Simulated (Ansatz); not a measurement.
Computed with Ansatz on PBE0-D4/def2-TZVP structures; ΔE is electronic, products minus reactants. CCSD(T)/CBS is the MP2 limit (def2-TZVPP, def2-QZVPP) plus CCSD(T) − MP2 in def2-TZVPP, frozen cores. This one scheme is used for every species, atoms too. For atomizations the MP2-based limit and the directly extrapolated one differ by several kJ/mol either way, and by 10 to 25 for some Ge, Se and Sn compounds, so smaller differences from it don't rank the levels. Functionals use def2-TZVPP. B3LYP here is the variant with VWN-RPA as its local correlation; programs differ in this. HSE06 is defined as in plane-wave codes. No spin–orbit coupling; open shells (•) take unrestricted orbitals. Spin–orbit coupling would lower the free atoms: a little for B, F, Si. One conformer a species, not always the lowest.

`B[SiH2]B[SiH](F)F` → 2 B• + 2 F• + 6 H• + 2 Si•  (atomization)

`B[SiH2]B[SiH](F)F`:

```xyz
12

B    -2.048    0.790   -0.527
Si   -1.228   -0.704    0.549
B     0.526   -0.853   -0.395
Si    2.107    0.259    0.139
F     2.888    0.824   -1.131
F     1.656    1.541    0.974
H    -2.794    0.556   -1.429
H    -1.754    1.924   -0.299
H    -1.042   -0.281    1.966
H    -2.027   -1.959    0.496
H     0.639   -1.605   -1.318
H     3.078   -0.493    0.975
```

```json
{"level": "LDA (SPW92)", "ΔE (kcal/mol)": "1100.6", "difference from CCSD(T)/CBS": "120.4"}
{"level": "PBE-D4", "ΔE (kcal/mol)": "986.4", "difference from CCSD(T)/CBS": "6.2"}
{"level": "revPBE-D4", "ΔE (kcal/mol)": "965.2", "difference from CCSD(T)/CBS": "-15.0"}
{"level": "BLYP-D4", "ΔE (kcal/mol)": "975.6", "difference from CCSD(T)/CBS": "-4.6"}
{"level": "B97M-V", "ΔE (kcal/mol)": "990.1", "difference from CCSD(T)/CBS": "9.9"}
{"level": "PBE0-D4", "ΔE (kcal/mol)": "975.7", "difference from CCSD(T)/CBS": "-4.5"}
{"level": "B3LYP-D4", "ΔE (kcal/mol)": "981.4", "difference from CCSD(T)/CBS": "1.2"}
{"level": "r2SCANh-D4", "ΔE (kcal/mol)": "982.0", "difference from CCSD(T)/CBS": "1.8"}
{"level": "r2SCAN0-D4", "ΔE (kcal/mol)": "974.1", "difference from CCSD(T)/CBS": "-6.1"}
{"level": "HSE06-D4", "ΔE (kcal/mol)": "976.1", "difference from CCSD(T)/CBS": "-4.1"}
{"level": "BHLYP-D4", "ΔE (kcal/mol)": "964.0", "difference from CCSD(T)/CBS": "-16.2"}
{"level": "CAM-B3LYP-D4", "ΔE (kcal/mol)": "987.6", "difference from CCSD(T)/CBS": "7.4"}
{"level": "ωB97X-V", "ΔE (kcal/mol)": "987.7", "difference from CCSD(T)/CBS": "7.5"}
{"level": "ωB97M-V", "ΔE (kcal/mol)": "982.6", "difference from CCSD(T)/CBS": "2.4"}
{"level": "B2PLYP", "ΔE (kcal/mol)": "970.7", "difference from CCSD(T)/CBS": "-9.5"}
{"level": "PBE-QIDH", "ΔE (kcal/mol)": "973.4", "difference from CCSD(T)/CBS": "-6.8"}
{"level": "PBE", "ΔE (kcal/mol)": "980.1", "difference from CCSD(T)/CBS": "-0.1"}
{"level": "BLYP", "ΔE (kcal/mol)": "962.1", "difference from CCSD(T)/CBS": "-18.1"}
{"level": "r2SCAN", "ΔE (kcal/mol)": "986.1", "difference from CCSD(T)/CBS": "5.9"}
{"level": "PBE0", "ΔE (kcal/mol)": "970.2", "difference from CCSD(T)/CBS": "-10.0"}
{"level": "B3LYP", "ΔE (kcal/mol)": "971.1", "difference from CCSD(T)/CBS": "-9.1"}
{"level": "r2SCANh", "ΔE (kcal/mol)": "980.3", "difference from CCSD(T)/CBS": "0.1"}
{"level": "r2SCAN0", "ΔE (kcal/mol)": "972.1", "difference from CCSD(T)/CBS": "-8.1"}
{"level": "HSE06", "ΔE (kcal/mol)": "971.0", "difference from CCSD(T)/CBS": "-9.2"}
{"level": "BHLYP", "ΔE (kcal/mol)": "955.7", "difference from CCSD(T)/CBS": "-24.5"}
{"level": "LC-ωPBE", "ΔE (kcal/mol)": "977.3", "difference from CCSD(T)/CBS": "-2.9"}
{"level": "HF/def2-SVP", "ΔE (kcal/mol)": "752.8", "difference from CCSD(T)/CBS": "-227.4"}
{"level": "MP2/def2-SVP", "ΔE (kcal/mol)": "929.4", "difference from CCSD(T)/CBS": "-50.8"}
{"level": "CCSD/def2-SVP", "ΔE (kcal/mol)": "908.2", "difference from CCSD(T)/CBS": "-72.0"}
{"level": "CCSD(T)/def2-SVP", "ΔE (kcal/mol)": "915.2", "difference from CCSD(T)/CBS": "-65.0"}
{"level": "HF/def2-TZVPP", "ΔE (kcal/mol)": "761.0", "difference from CCSD(T)/CBS": "-219.2"}
{"level": "MP2/def2-TZVPP", "ΔE (kcal/mol)": "970.3", "difference from CCSD(T)/CBS": "-9.9"}
{"level": "SCS-MP2/def2-TZVPP", "ΔE (kcal/mol)": "967.0", "difference from CCSD(T)/CBS": "-13.2"}
{"level": "CCSD/def2-TZVPP", "ΔE (kcal/mol)": "944.7", "difference from CCSD(T)/CBS": "-35.5"}
{"level": "HF/def2-QZVPP", "ΔE (kcal/mol)": "763.3", "difference from CCSD(T)/CBS": "-216.9"}
{"level": "MP2/def2-QZVPP", "ΔE (kcal/mol)": "985.4", "difference from CCSD(T)/CBS": "5.2"}
{"level": "SCS-MP2/def2-QZVPP", "ΔE (kcal/mol)": "983.4", "difference from CCSD(T)/CBS": "3.2"}
{"level": "HF/CBS(def2)", "ΔE (kcal/mol)": "763.6", "difference from CCSD(T)/CBS": "-216.6"}
{"level": "MP2/CBS(def2)", "ΔE (kcal/mol)": "995.2", "difference from CCSD(T)/CBS": "15.0"}
{"level": "CCSD/CBS(def2)", "ΔE (kcal/mol)": "969.5", "difference from CCSD(T)/CBS": "-10.7"}
{"level": "CCSD(T)/CBS", "ΔE (kcal/mol)": "980.2", "difference from CCSD(T)/CBS": "0"}
```

Largest T1 diagnostic among the species: 0.015.

In def2-TZVPP, CCSD(T) changes the Hartree–Fock value by +194.4 kcal/mol (the triples alone add +10.7 kcal/mol) and MP2 by +209.4 kcal/mol; breaking electron pairs costs correlation energy, which Hartree–Fock lacks. The D4 term adds +10.2 kcal/mol with B3LYP and +5.4 kcal/mol with PBE0; it sums over pairs of atoms, weighted by their polarisabilities, and B3LYP, whose exchange is more repulsive, gets the larger term. From PBE to PBE0 (25 % exact exchange), in def2-TZVPP and without D4, ΔE moves by −9.9 kcal/mol: exact exchange takes away binding that semilocal exchange gives to molecules.
